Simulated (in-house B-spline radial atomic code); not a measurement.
Checks on a self-consistent run for Ag43+, [He] 2s2. Level of theory: non-relativistic Hartree-Fock, average of configuration, point nucleus; calculated with an all-electron radial atomic-structure program (B-spline basis).

```json
{"orbital": "1s", "q": "2", "ε (Eh)": "-1057.17900", "<1/r>": "46.6679", "<r²>": "0.0013832"}
{"orbital": "2s", "q": "2", "ε (Eh)": "-250.82309", "<1/r>": "11.2966", "<r²>": "0.0203105"}
```

Electron-electron repulsion V_ee = 72.2172 hartree, kinetic energy T = 2688.2214 hartree.

Task: What total energy follows from the eigenvalues?

Result: The eigenvalues count the repulsion twice, so E = Σqε - V_ee = -2616.004 - 72.217 = -2688.221 hartree; the run printed -2688.221.

Task: What is the virial ratio?

Result: -V/T = (T - E)/T = 2.000000; at the Hartree-Fock limit it is 2.

Task: What diamagnetic shielding (Lamb formula) and susceptibility (Langevin formula) do the radii give?

Result: σ = (α²/3)Σq<1/r> = 115.929/(3·137.036²) = 2057.8 ppm, and χ = -0.79199×10⁻⁶·Σq<r²> = -0.03436×10⁻⁶ cm³/mol with Σq<r²> = 0.043387 bohr². Both are non-relativistic formulas without the paramagnetism of open shells.
